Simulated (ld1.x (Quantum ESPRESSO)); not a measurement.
# Which change was made? (As, TM)

ld1.x (Quantum ESPRESSO) 7.5 input, shortened:

```
&input
   title='As', zed=33., rel=1, dft='PZ', iswitch=3,
   config='[Ar] 3d10 4s2 4p2'
 /
 &inputp
   pseudotype=2, tm=.true., lloc=-1, rcloc=1.35,
   nlcc=.false.
 /
2
4S  1  0   2.00   0.00  1.65  1.65  0.0
4P  2  1   2.00   0.00  2.10  2.10  0.0
 &test
   configts(1)='4s2 4p2'
 /
```

Cutoffs, loose and tight: the cutoffs (Ry, on a coarse ladder) from which the occupation-weighted sum of valence levels, in a spherical-Bessel basis at the reference potential, stays within 10 and 1 mRy of its value at 400 Ry. They do not see the model core or the augmentation charge, which bear on the density cutoff. Test errors are all-electron minus pseudo excitation energies from the reference, over the configurations 4s2 4p3; 4s2 4p1; 4s2 4p0; 4s2 4p2.5; 4s0 4p5; 4s1 4p0; 4s1 4p3 (two spin-polarised tests are not counted in the largest error); variants that change the core or the reference have their own tests.

The base gives: outcome: generated; cutoff, loose: 21 Ry; cutoff, tight: 50 Ry; bound ghosts: d; largest test error (meV): +557.

Question: After one change the result is: outcome: generated; cutoff, loose: 18 Ry; cutoff, tight: 35 Ry; bound ghosts: d; largest test error (meV): +355. Which change was it?
A. all radii scaled by about 0.87 (s 1.44, p 1.84 bohr); local potential all-electron potential smoothed inside 1.18 bohr (lloc = -1)
B. all radii scaled by about 1.26 (s 2.08, p 2.64 bohr); local potential all-electron potential smoothed inside 1.70 bohr (lloc = -1)
C. all radii scaled by about 0.77 (s 1.26, p 1.62 bohr); local potential all-electron potential smoothed inside 1.04 bohr (lloc = -1)

Answer: B. The others give: all radii scaled by about 0.77 (s 1.26, p 1.62 bohr); local potential all-electron potential smoothed inside 1.04 bohr (lloc = -1) → outcome: generated; cutoff, loose: 50 Ry; cutoff, tight: 140 Ry; bound ghosts: s, d; largest test error (meV): +390 | all radii scaled by about 0.87 (s 1.44, p 1.84 bohr); local potential all-electron potential smoothed inside 1.18 bohr (lloc = -1) → outcome: generated; cutoff, loose: 40 Ry; cutoff, tight: 70 Ry; bound ghosts: s, d; largest test error (meV): +382.
